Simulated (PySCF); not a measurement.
Fractional electron number in Br⁺ (bromine, charge +1)

The 4p beta orbital of [Ar] 3d10 4s2 4p4 is emptied in steps (occupation f), with all orbitals relaxed, ending at [Ar] 3d10 4s2 4p3. Calculation: PySCF 2.14, in jorge-DZP-DKH; scalar relativity by spin-free X2C-1e. The exact energy is a straight line in f; departures are measured from the line between the end points of the same method.

```tsv
f	UHF (eV)	LDA (eV)	PBE (eV)	PBE0 (eV)	r2SCAN (eV)	LC-wPBE (eV)	BHandHLYP (eV)	wB97X (eV)	TPSS (eV)	HSE06 (eV)
1	0.000	0.000	0.000	0.000	0.000	0.000	0.000	0.000	0.000	0.000
0.8	0.106	-0.815	-0.785	-0.562	-0.729	-0.109	-0.369	-0.196	-0.759	-0.635
0.6	0.157	-1.221	-1.174	-0.838	-1.077	-0.160	-0.556	-0.301	-1.134	-0.951
0.4	0.154	-1.220	-1.169	-0.833	-1.056	-0.154	-0.559	-0.311	-1.127	-0.948
0.2	0.101	-0.812	-0.775	-0.551	-0.684	-0.099	-0.376	-0.216	-0.745	-0.629
0	0.000	0.000	0.000	0.000	0.000	0.000	0.000	0.000	0.000	0.000
```

**Question.** For r2SCAN, how does the orbital energy at f = 1 compare with the removal energy?

**Answer.** −ε = 16.876 eV against a total-energy difference of 21.478 eV. By Janak's theorem ε = ∂E/∂f, so the gap between them reflects the curvature. Along the path −ε is 18.790 (f = 0.8), 20.671 (f = 0.6), 22.485 (f = 0.4), 24.159 (f = 0.2) eV.

```tsv
method	E(f=0) − E(f=1) (eV)	−ε at f=1 (eV)	−ε at f=0.4 (eV)
UHF	20.230	20.906	20.089
LDA	21.681	16.590	22.707
PBE	21.368	16.451	22.370
PBE0	21.386	17.860	22.109
r2SCAN	21.478	16.876	22.485
LC-wPBE	21.503	20.804	21.658
BHandHLYP	21.430	19.127	21.877
wB97X	21.572	20.367	21.775
TPSS	21.386	16.625	22.366
HSE06	21.440	17.461	22.247
```

Reference removal energy between the ground levels: 21.591 eV (measured; NIST Atomic Spectra Database, ionization energies). The calculation has no spin-orbit coupling. UHF lacks correlation.
